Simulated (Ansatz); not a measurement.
Loss of CH4: C3H7BF2 → C2H3BF2 + CH4

Gas-phase species: C3H7BF2 (isopropyldifluoroborane) `CC(C)B(F)F`, singlet; C2H3BF2 (vinyldifluoroborane) `C=CB(F)F`, singlet; CH4 (methane) `C`, singlet. This is a balance of energies; it says nothing on the path, which may need atoms to shift.

Shapes, held fixed at every level: PBE0-D4/def2-TZVP. Programs: Ansatz 0.2.0. Electronic energies: no zero-point or thermal term.

```
               level                    kind  ΔE (kJ/mol)  less CCSD(T)/CBS estimate
 B3LYP-D4/def2-TZVPP           global hybrid        +65.9                      -11.6
 BHLYP-D4/def2-TZVPP           global hybrid        +76.3                       -1.2
  PBE0-D4/def2-TZVPP           global hybrid        +92.5                      +15.0
  wB97X-V/def2-TZVPP  range-separated hybrid        +90.3                      +12.8
        MP2/def2-SVP     perturbation theory        +94.5                      +17.0
      MP2/def2-TZVPP     perturbation theory        +85.4                       +7.9
     CCSD/def2-TZVPP   coupled cluster or CI        +76.4                       -1.1
CCSD(T)/CBS estimate   coupled cluster or CI        +77.5                        0.0
```

The highest level, CCSD(T)/CBS estimate, gives ΔE = +77.5 kJ/mol; the levels span +65.9 to +94.5. The column of differences is taken from that level and isn't an error. No measured value is set beside it here. The CBS estimate extrapolates MP2 from def2-TZVPP and def2-QZVPP and adds CCSD(T) − MP2 in the triple-zeta set, cores frozen.
